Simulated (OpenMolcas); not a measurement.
# Levels of Pr3+ by method

* Program: OpenMolcas 26.06
* Basis: ANO-RCC-VDZP [7s6p4d2f1g]
* Scalar Hamiltonian: DKH2, point nucleus
* Active space: 2 electrons in 12 orbitals (RAS2 4f; RAS3 5d, at most 1 electron)
* State averaging: 2S+1 = 3 even, 21 roots; 2S+1 = 1 even, 28 roots; 2S+1 = 3 odd, 35 roots; 2S+1 = 1 odd, 35 roots
* Spin-orbit coupling: RASSI with atomic mean-field integrals over the reference wave functions, term energies averaged over their components

Methods on the same reference wave functions:
A. RASSCF
B. SS-RASPT2, IPEA 0.25 Eh, imaginary shift 0.1 Eh (closed shells correlated: 5s 5p)

Energies in eV above 4f² ³H₄, the measured ground level; measured values from Martin, Zalubas and Hagan, Atomic Energy Levels: The Rare-Earth Elements, NSRDS-NBS 60 (1978).

```json
{"Level": "4f² ³H₄", "A": "0.0000", "B": "0.0000", "Measured": "0.0000"}
{"Level": "4f² ³H₅", "A": "0.2820", "B": "0.285", "Measured": "0.2668"}
{"Level": "4f² ³H₆", "A": "0.5804", "B": "0.583", "Measured": "0.5442"}
{"Level": "4f² ³F₂", "A": "0.8430", "B": "0.710", "Measured": "0.6195"}
{"Level": "4f² ³F₃", "A": "1.0238", "B": "0.894", "Measured": "0.7954"}
{"Level": "4f² ¹D₂", "A": "2.9143", "B": "2.559", "Measured": "2.1492"}
{"Level": "4f² ¹I₆", "A": "3.4857", "B": "3.232", "Measured": "2.7539"}
{"Level": "4f² ³P₀", "A": "3.6654", "B": "3.252", "Measured": "2.6520"}
{"Level": "4f² ³P₁", "A": "3.7440", "B": "3.336", "Measured": "2.7286"}
{"Level": "4f² ³P₂", "A": "3.8934", "B": "3.488", "Measured": "2.8715"}
{"Level": "4f 5d ¹G°₄ [71 %]", "A": "7.3767", "B": "7.640", "Measured": "7.5842"}
{"Level": "4f 5d ³F°₂ [74 %]", "A": "7.4491", "B": "7.701", "Measured": "7.6198"}
{"Level": "4f 5d ³F°₃", "A": "7.6812", "B": "8.020", "Measured": ""}
{"Level": "4f 5d ³H°₄", "A": "7.7124", "B": "8.032", "Measured": "7.8830"}
{"Level": "4f 5d ³G°₃", "A": "7.7792", "B": "7.921", "Measured": ""}
{"Level": "4f 5d ³H°₅", "A": "7.9460", "B": "8.278", "Measured": "8.0887"}
{"Level": "4f² ¹S₀", "A": "7.9886", "B": "6.910", "Measured": ""}
{"Level": "4f 5d ³G°₄ [74 %]", "A": "8.0750", "B": "8.212", "Measured": ""}
{"Level": "4f 5d ¹D°₂ [67 %]", "A": "8.1591", "B": "8.217", "Measured": "8.0989"}
{"Level": "4f 5d ³H°₆", "A": "8.3074", "B": "8.640", "Measured": "8.4406"}
{"Level": "4f 5d ³G°₅", "A": "8.3314", "B": "8.501", "Measured": "8.4184"}
{"Level": "4f 5d ³D°₁", "A": "8.3640", "B": "8.483", "Measured": "8.3029"}
{"Level": "4f 5d ³D°₂", "A": "8.5548", "B": "8.668", "Measured": "8.4819"}
{"Level": "4f 5d ³P°₁", "A": "8.9845", "B": "9.043", "Measured": "8.7725"}
```

Deviations, from unrounded energies. A percentage is the sum of absolute deviations over the sum of measured energies, with the sign that they share, or ± where signs differ.

```csv
Against measurement,Levels,A,B
mean absolute deviation (cm-1),19,2700,1900
fine structure of the ground term (%),2,+6.3,+7.0
other terms of the ground configuration (%),7,+34.3,+19.9
other configurations (%),10,±1.6,+1.9
```

B lies closest to measurement on these levels. The largest miss of B in the table is 4f² ³P₂, by +5000 cm-1. The ranking rests on the paired levels alone, and a cruder setting can come out closer through cancelling errors.

From A to B the spin-free energies of the other terms of 4f² shown, above ³H, scale by factors of 0.82 to 0.92, as is usual when dynamic correlation screens the repulsion within a d or f shell.

The lowest spin-free term lies below A's lowest term by 0.200 hartree in B.

CASPT2 does not keep the components of a term degenerate, so their means are used; among the terms shown or strongly mixed into the levels shown the widest spread is 940 cm-1 (4f² ¹I, B). Some levels mix across a computed gap that differs much from the measured one, so their mixing is not that of the real levels. The basis is small and was not contracted for so high a charge. Without dynamic correlation excited terms often stand tens of per cent too high (terms of higher spin than the ground term too low), and those without a measured partner can miss by more than the paired ones (holds for A). Some terms miss by over 15 % even with CASPT2, which points to a basis or an active space too small for the shells correlated (holds for B). Measured partners are found by configuration, term and J. A level has none where our copy of the source lacks it or the pairing is in doubt (some pairs that miss far off the trend of their configuration count as doubtful), and it then counts in no deviation. Levels of configurations outside the active space are missing. Levels that lie high or do not pair safely by name in every column are left out.

A share in square brackets marks a mixed level and gives the weight of the term that names it, the lowest over the columns. ° marks odd parity.
